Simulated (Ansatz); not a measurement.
C3HF, SMILES `C#C[C]F` (singlet; the order of the spin states depends on the level) (charge 0, multiplicity 1). This singlet lies 0.27 eV below the relaxed triplet at the level B3LYP/cc-pVTZ // PBE0-D3(BJ)/def2-TZVP (Ansatz, a quantum-chemistry and plane-wave program); other levels give the other order.

These are LDA/cc-pVTZ // PBE0-D3(BJ)/def2-TZVP (Ansatz) values and carry that method's errors.

Ansatz 0.2 input:
```yaml
crystal:
  periodic: [false, false, false]
  atoms:
    - { symbol: C, position_ang: [0.714781, -0.433581, 0.835045] }
    - { symbol: C, position_ang: [0.068695, -0.034666, -0.108709] }
    - { symbol: C, position_ang: [-0.452961, 0.310196, -1.37528] }
    - { symbol: F, position_ang: [-1.598817, 0.935074, -1.24058] }
    - { symbol: H, position_ang: [1.268302, -0.777023, 1.67895] }
basis:
  gaussian: { orbitals: cc-pVTZ }
hamiltonian:
  xc: lda
```

Output:

```
Functional definition: SPW92
698 factors; their error is unknown
mean field evaluation 1: about -5788.2060 eV, gradient 5.2e1 eV
mean field evaluation 2: about -5764.6538 eV, gradient 1.0e2 eV
mean field evaluation 4: about -5793.7708 eV, gradient 1.9e1 eV
mean field evaluation 8: about -5794.6143 eV, gradient 2.7e-1 eV
mean field evaluation 16: about -5794.5907 eV, gradient 1.4e-4 eV
mean field -5794.59073107 eV, -212.9472816520 hartree, gradient 1.5e-5 eV, S^2 0.000000; 1 other end points of the search recorded, 0 dependent functions left out
reference -5794.59075558 eV, -212.9472825530 hartree; 14, 14 occupied and 120, 120 virtual orbitals, 698 factors
Total energy: -5794.59075558 eV, -212.9472825530 hartree
```
